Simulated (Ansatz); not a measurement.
C2H6AlFSi can be A, `[F][Al]1[CH2][SiH2][CH2]1`, or B, `F/[C]([AlH2])=C\[SiH3]`.

Program: Ansatz. Geometries: PBE0-D4/def2-TZVP. ΔE: electronic, gas phase. CCSD(T)/CBS is the MP2 limit (def2-TZVPP, def2-QZVPP) plus CCSD(T) − MP2 in def2-TZVPP, frozen cores. DFT in def2-TZVPP. B3LYP here is the variant with VWN-RPA as its local correlation; programs differ in this.

Q: Which isomer does CCSD(T)/CBS put lower? Give the gap. (Estimate.)

A: The calculation gave: A, by 374.8 kJ/mol.

Q: Give E(B) − E(A) in kJ/mol with B3LYP-D4, r2SCAN-D4, ωB97M-V, B2PLYP, HF/def2-TZVPP, PBE-D4, B3LYP. (Estimate.)

A: Computed: B3LYP-D4 349.3, r2SCAN-D4 376.5, ωB97M-V 370.2, B2PLYP 362.6, HF/def2-TZVPP 328.1, PBE-D4 363.7, B3LYP 347.3. None reverses the order clearly.

Largest T1 diagnostic: 0.013.

From PBE to PBE0 (25 % exact exchange), in def2-TZVPP and without D4, E(B) − E(A) moves by +14.0 kJ/mol. In def2-TZVPP, CCSD(T) changes the Hartree–Fock value by +39.1 kJ/mol (the triples alone add +0.2 kJ/mol) and MP2 by +64.5 kJ/mol.
